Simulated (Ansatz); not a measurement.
Wavefunction ladder for CH₇ClSSi₂, SMILES `C[SiH](S)[SiH2]Cl`

Cartesian coordinates in Å:
```
C -0.909 1.541 -0.157
Si 0.653 0.521 -0.056
S 1.464 0.033 -1.979
Si 0.249 -1.510 1.034
Cl -1.043 -2.559 -0.205
H -0.730 2.454 -0.729
H -1.703 0.976 -0.650
H -1.253 1.817 0.843
H 1.741 1.274 0.624
H 0.488 -0.845 -2.273
H -0.431 -1.372 2.349
H 1.474 -2.329 1.202
```

The species carries charge 0 and has multiplicity 1. Geometry: relaxed with PBE0-D4/def2-TZVP. It is one conformer, not always the lowest. Frozen core, restricted reference, Ansatz 0.2.0. CBS rows extrapolate triple and quadruple zeta; past MP2 they add the triple-zeta difference.

```json
{"basis": "def2-TZVPP", "HF (Eh)": "-1476.99722", "MP2 corr.": "?", "CCSD corr.": "-0.86851", "(T)": "?", "CCSD(T) total": "?"}
{"basis": "def2-QZVPP", "HF (Eh)": "-1477.04094", "MP2 corr.": "-0.85795", "CCSD corr.": "–", "(T)": "–", "CCSD(T) total": "–"}
{"basis": "CBS(def2)", "HF (Eh)": "?", "MP2 corr.": "?", "CCSD corr.": "-0.98392", "(T)": "as TZ", "CCSD(T) total": "?"}
```

Task: Fill in the withheld values. (An estimate is asked.)

Result: Ansatz gave: def2-TZVPP MP2 corr.: -0.79165; def2-TZVPP (T): -0.03651; def2-TZVPP CCSD(T) total: -1477.90224; CBS(def2) HF (Eh): -1477.04696; CBS(def2) MP2 corr.: -0.90706; CBS(def2) CCSD(T) total: -1478.06739.
